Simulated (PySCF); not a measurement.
CHO₂, SMILES O=[C]O, multiplicity 2.

Coordinates come from a PBE0-D3(BJ)/def2-TZVP optimisation. The isomer is the one that the SMILES or the coordinates give; other isomers of the formula were not compared. Other conformers were not sampled.

The numbers are results of TDA-ωB97X/def2-TZVPD (PySCF), not measurements.

Vertical excitations. 

Computed UV-visible absorptions:
| state | energy (eV) | λ (nm) | f | main pairs |
|---|---|---|---|---|
| root 1 | 4.27 | 290 | 0.007 | α HOMO→LUMO+1 97 % |
| root 2 | 5.21 | 238 | 0.001 | β HOMO→LUMO 95 % |
| root 3 | 5.45 | 228 | 0.020 | β HOMO−1→LUMO 89 % |
| root 4 | 6.61 | 188 | 0.047 | α HOMO→LUMO 89 % |
| root 5 | 7.30 | 170 | 0.002 | α HOMO−1→LUMO+1 53 %, β HOMO→LUMO+2 37 % |
| root 6 | 7.48 | 166 | 0.060 | α HOMO→LUMO+2 87 % |
| root 7 | 7.92 | 157 | 0.020 | α HOMO−2→LUMO+1 20 %, α HOMO→LUMO+4 14 %, β HOMO−1→LUMO+2 41 %, β HOMO−3→LUMO 18 % |
| root 8 | 8.08 | 153 | 0.022 | α HOMO→LUMO+4 81 %, β HOMO−1→LUMO+2 11 % |
| root 9 | 8.24 | 150 | 0.046 | α HOMO→LUMO+3 72 %, β HOMO−2→LUMO 10 % |
| root 10 | 8.25 | 150 | 0.002 | β HOMO−3→LUMO 65 %, β HOMO−1→LUMO+2 26 % |
Unrestricted roots are not spin-pure.
